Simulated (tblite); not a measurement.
Species: C5H14OSi2.
Geometry (GFN2-xTB, Å), atoms numbered from 1 in this order:
```xyz
22
C5H14OSi2 angstrom
Si     3.152    0.523    0.403
C      1.795   -0.531   -0.405
C      0.414   -0.383    0.234
C     -0.524   -1.479   -0.296
O     -1.804   -1.478    0.290
C     -2.647   -0.439   -0.148
C     -2.249    0.937    0.384
Si    -0.435    1.298   -0.056
H      4.431    0.216   -0.243
H      2.858    1.949    0.248
H      3.238    0.186    1.826
H      1.726   -0.297   -1.470
H      2.096   -1.583   -0.348
H      0.509   -0.552    1.313
H     -0.614   -1.392   -1.392
H     -0.112   -2.469   -0.069
H     -2.668   -0.419   -1.249
H     -3.644   -0.718    0.210
H     -2.930    1.684   -0.023
H     -2.381    0.940    1.466
H      0.108    2.356    0.800
H     -0.328    1.669   -1.476
```

All values are computed: GFN2-xTB (tblite) harmonic vibrations without scaling, gas phase. This tight-binding method is rough: wavenumbers can miss measured ones by several per cent, in bad cases by 10 to 20. Modes of hydrogen on silicon can be 10 to 20 % off. One conformer, not necessarily the lowest.

Harmonic wavenumbers (cm⁻¹): 53.4, 75.2, 127.9, 146.1, 174.2, 244.0, 284.5, 326.9, 386.7, 394.2, 472.0, 505.2, 539.5, 563.4, 580.1, 653.2, 668.7, 718.3, 766.0, 770.0, 778.3, 788.9, 794.7, 803.9, 816.4, 917.5, 961.5, 1001.7, 1027.7, 1057.3, 1085.0, 1107.3, 1119.0, 1153.5, 1189.6, 1236.9, 1257.8, 1293.6, 1303.7, 1314.8, 1343.6, 1354.4, 1464.7, 1475.5, 1479.5, 1492.3, 2201.1, 2247.9, 2254.3, 2256.7, 2267.2, 2836.5, 2846.0, 2915.6, 2925.5, 2931.3, 2945.9, 2964.0, 2988.0, 2999.4.

A = 2802, B = 791.5, C = 658.0 MHz; mass 146.058 u (most abundant isotopes); point group C1, symmetry number 1.

Problem. What is the zero-point energy?

Solution. ½Σν̃ = 37824 cm⁻¹ = 108.14 kcal/mol.

Problem. What is S at 273.15 K and 1 bar for an ideal gas of classical rigid rotors and harmonic oscillators?

Solution. Translation 40.44, rotation 29.52, vibration 26.86: S = 96.8 cal/(mol K).

Problem. And Cp and H(273.15 K) − H(0)?

Solution. Cp = 40.16 cal/(mol K), of which vibrations give 32.22 (their classical limit is 60 R = 119.2); H(273.15 K) − H(0) = 6.26 kcal/mol without the zero-point energy, 4.09 from vibrations.

Problem. What must be added to the electronic energy to get the Gibbs energy at 273.15 K and 1 bar?

Solution. ZPE + [H(273.15 K) − H(0)] − T·S = 108.14 + 6.26 − 26.44 = 87.96 kcal/mol.

Problem. Which modes carry the vibrational entropy at 273.15 K?

Solution. 53.4 cm⁻¹: 4.51; 75.2 cm⁻¹: 3.84; 127.9 cm⁻¹: 2.81; 146.1 cm⁻¹: 2.56; 174.2 cm⁻¹: 2.23; 244.0 cm⁻¹: 1.62 cal/(mol K); the other 54 give 9.29 together.

Problem. Blend soft modes into free rotors: weight 1/[1 + (100 cm⁻¹/ν̃)⁴] for the oscillator and the rest for a rotor with moment μB/(μ + B), μ = h/(8π²ν), B = 10⁻⁴⁴ kg m². What vibrational entropy results?

Solution. 25.14 cal/(mol K) in place of 26.86, which changes −T·S at 273.15 K by +0.47 kcal/mol.

Problem. How do the functions run with temperature in this model?

Solution. 
```tsv
T (K)	S (cal/(mol K))	Cp (cal/(mol K))	H − H(0) (kcal/mol)	G − H(0) (kcal/mol)	ln q(vib)
50	59.1	12.7	0.49	-2.47	0.41
100	69.6	18.3	1.27	-5.70	1.49
298.15	100.5	43.5	7.31	-22.65	6.68
373.15	111.3	52.9	10.93	-30.59	8.81
500	128.7	66.3	18.52	-45.82	12.50
750	159.4	84.8	37.59	-81.94	19.73
1000	185.5	96.8	60.40	-125.13	26.58
```

q(vib) and H(0) count from the zero-point level.

Hindered rotation and anharmonicity are outside this model. Other conformers, if any are populated, would add a mixing term that is left out. The structure is chiral; the term R ln 2 for an equal mix with its mirror image is left out.

The run took 1.0 s of wall time on Arm Neoverse V1, one thread, no GPU, shared host with 32 logical CPUs at a one-minute load of 2.6. The figure is for the frequency step alone.
